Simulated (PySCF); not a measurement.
Below is a simulated gas-phase C 1s photoelectron spectrum of `[GeH3][O][C@H]1CCCC12CC2`.

Every computed line was given a Gaussian of 0.4 eV full width at half maximum and an area set by the number of equivalent atoms; the highest printed point is 100. Computed, not measured: delta-SCF UKS SCAN, pcX-2 on the ionised atom, pcseg-1 elsewhere, spin-free X2C (PySCF).

```
binding energy (eV)  intensity
              289.6          0
              289.7          2
              289.8          7
              289.9         21
              290.0         47
              290.1         77
              290.2         99
              290.3        100
              290.4         79
              290.5         49
              290.6         24
              290.7          9
              290.8          2
              290.9          0
              291.0          0
              291.1          0
              291.2          1
              291.3          4
              291.4         10
              291.5         17
              291.6         20
              291.7         17
              291.8         11
              291.9          5
              292.0          1
              292.1          0
              292.2          0
```

Q: How many maxima does the curve show, and how many computed lines lie under it?

A: The curve has 2 maxima (at 290.3 and 291.6 eV). Under it lie 7 lines from 7 inequivalent carbon sites. At this width some lines have no maximum of their own.

Q: Decompose the envelope and assign each component. Numbering: `[GeH3:1][O:2][C@H:3]1[CH2:4][CH2:5][CH2:6][C:7]12[CH2:8][CH2:9]2`.

A: 
| position (eV) | relative area | line | atoms | environment |
| --- | --- | --- | --- | --- |
| 290.11 | 1 | C 1s | C4 | ring CH2 carbon |
| 290.17 | 1 | C 1s | C5 | ring CH2 carbon |
| 290.23 | 1 | C 1s | C6 | ring CH2 carbon |
| 290.27 | 1 | C 1s | C7 | sp3 carbon at a ring junction |
| 290.35 | 1 | C 1s | C8 | three-membered-ring carbon |
| 290.41 | 1 | C 1s | C9 | three-membered-ring carbon |
| 291.61 | 1 | C 1s | C3 | sp3 carbon bound to oxygen |

Lowest listed C 1s: C4, bonded to 2 C and 2 H. Highest, 1.50 eV above it: C3, bonded to O, 2 C and H. The widest gap between neighbouring values is 1.20 eV, between 290.41 and 291.61 eV. The values 290.23 and 290.27 eV lie too close for their order to be trusted.

Shake-up satellites, vibrational structure and lifetime widths aren't simulated. Geometry: PBE0-D3(BJ)/def2-SVP, one conformer, isolated molecule.

Time: 2.3 min; peak memory 1.1 GiB. Hardware: Arm Neoverse V2, one thread, no GPU, on a shared host.
